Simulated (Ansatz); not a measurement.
`Cl[SiH2][SbH2]` + `N[SiH3]` → `[SiH3]N[SiH2]Cl` + `[SbH3]` at 700 K and 1 bar (cleavage of the Si–Sb bond).

Calculated with Ansatz (gas phase, PBE0-D4/def2-TZVP geometries, no zero-point term in ΔE). CCSD(T)/CBS is the MP2 limit (def2-TZVPP, def2-QZVPP) plus CCSD(T) − MP2 in def2-TZVPP, frozen cores. This one scheme is used for every species. Elements past krypton have def2 core potentials. For Sb outer-core shells are correlated without core-valence functions, which leaves a few kJ/mol of doubt a bond. Each species was taken in one conformer, which may not be the lowest.

```csv
species,CCSD(T)/CBS energy (Eh),H − E (kJ/mol),S (J/(mol·K))
`Cl[SiH2][SbH2]`,-991.31414,146.6,429.3
`N[SiH3]`,-346.80422,180.7,336.3
`[SiH3]N[SiH2]Cl`,-1096.34659,237.1,470.7
`[SbH3]`,-241.78682,81.5,275.4
```

H − E and S are ideal-gas, rigid-rotor, harmonic terms from PBE0-D4/def2-TZVP, for one conformer and one mirror image of each species. 1 Eh = 2625.50 kJ/mol, R = 8.31446 J/(mol·K).

Q: By hand: ΔE, ΔH, ΔS and ΔG.

A: ΔE = (-1096.34659) + (-241.78682) − (-991.31414) − (-346.80422) = -0.01505 Eh = -39.5 kJ/mol. Δ(H − E) = 237.1 + 81.5 − 146.6 − 180.7 = -8.7, so ΔH = -48.2 kJ/mol. ΔS = 470.7 + 275.4 − 429.3 − 336.3 = -19.5 J/(mol·K). ΔG = -48.2 − 700 × (-19.5)/1000 = -34.6 kJ/mol.

Q: By hand: the equilibrium constant, and the temperature at which ΔG would vanish if ΔH and ΔS stayed fixed.

A: log₁₀ K = −ΔG/(RT ln 10) = 2.6. ΔG = 0 at ΔH/ΔS = 2472 K, though so small a ΔS makes that figure unsure.

ΔH outweighs TΔS. A doubt of 5 kJ/mol in ΔE shifts log₁₀ K by 0.4 here. Other conformers and mirror images would add mixing entropy, several J/(mol·K) or more a flexible species. Modes under 60 cm⁻¹, often nearly free rotors, make the harmonic entropy too high. These are equilibria of isolated gas molecules and say nothing of rates. Largest T1 diagnostic: 0.014 (customary marks: 0.02 for closed shells, 0.045 for open ones).
